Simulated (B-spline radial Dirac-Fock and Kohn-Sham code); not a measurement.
Dy³⁺: photoemission with 1100 eV photons

System: dysprosium as Dy³⁺, [Xe] 4f9.

These are calculated numbers from a radial B-spline solver; the model is Dirac-Hartree-Slater photoionisation with all multipoles and Dirac-Fock thresholds. The asymmetry parameter β is from the dipole term alone. Kinetic energies are from the vacuum level. Open shells are spread statistically over j, without multiplet splitting.

The last column is dσ/dΩ = σ/(4π) · [1 + β P₂(cos θ)] at θ = 90° from the polarisation vector of linearly polarised light.

```tsv
subshell	electrons	binding (eV)	kinetic (eV)	σ (kb)	β	dσ/dΩ (kb/sr)
4s	2	460.3	639.7	35.0	1.94	0.0786
4p1/2	2	378.5	721.5	39.1	1.53	0.732
4p3/2	4	341.3	758.7	92.3	1.51	1.80
4d3/2	4	205.6	894.4	117	1.21	3.65
4d5/2	6	198.9	901.1	170	1.26	5.01
4f5/2	3.86	41.15	1058.8	38.9	1.07	1.44
4f7/2	5.14	40.17	1059.8	49.8	1.06	1.85
5s	2	88.23	1011.8	6.75	1.95	0.0130
5p1/2	2	62.82	1037.2	6.30	1.66	0.0862
5p3/2	4	57.60	1042.4	13.7	1.63	0.204
```

Branching ratios of the spin-orbit partners (statistical value in brackets): 4p 2.36 (2.00), 4d 1.46 (1.50), 4f 1.28 (1.33), 5p 2.18 (2.00).

Run: 6.6 s of CPU time on 1 thread of Neoverse-V1 (shared host), peak memory 0.44 GiB.
